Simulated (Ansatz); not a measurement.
A search over several starts for the lowest SCF solution of the cluster Sr₂O₃ at the given spin, in a small basis.

```yaml
crystal:
  periodic: [false, false, false]
  atoms:
    - {symbol: Sr, position_ang: [-1.085777, 0.325518, -1.200655]}
    - {symbol: Sr, position_ang: [0.665765, 0.010294, 1.510954]}
    - {symbol: O, position_ang: [1.173668, -0.017370, -0.760271]}
    - {symbol: O, position_ang: [0.426756, -1.263012, -0.422226]}
    - {symbol: O, position_ang: [-1.180403, 0.944571, 0.872199]}
basis:
  gaussian: {orbitals: def2-SVP}
magnetization: {spin_polarized: true, initial_magnetization: 0}
hamiltonian: {xc: pbe0, dispersion: d4}
output: {orbitals: {seedname: orbitals}}
```

```sh
$ ansatz run in.yaml --threads 4 --pin off --events-out ev --progress --plain --max-ram 3916MiB
```

Shortened log:

```
Functional definition: PBE0
848 factors; integrals over basis functions are off by at most 2.7e-4 eV
mean field evaluation 1: about -7783.8673 eV, gradient 6.4e1 eV
mean field evaluation 2: about -7492.4548 eV, gradient 1.6e2 eV
mean field evaluation 4: about -7796.6616 eV, gradient 3.5e1 eV
mean field evaluation 8: about -7801.6390 eV, gradient 5.5e-1 eV
mean field evaluation 16: about -7802.1236 eV, gradient 2.8e-3 eV
mean field -7802.12362952 eV, -286.7227549155 hartree, gradient 4.5e-5 eV, S^2 0.000000; 0 other end points of the search recorded, 0 dependent functions left out
reference -7802.12367271 eV, -286.7227565028 hartree; 22, 22 occupied and 66, 66 virtual orbitals, 848 factors
Total energy: -7802.23437627 eV, -286.7268247836 hartree
```

It took 2.1 s on 4 threads of Arm Neoverse V2 on a shared host.

In the def2 sets Sr takes a core potential; there is no spin–orbit coupling. The structure holds one bond between oxygen atoms, so isomers without such links may lie far lower. The structure comes from a short search, and lower isomers may exist.
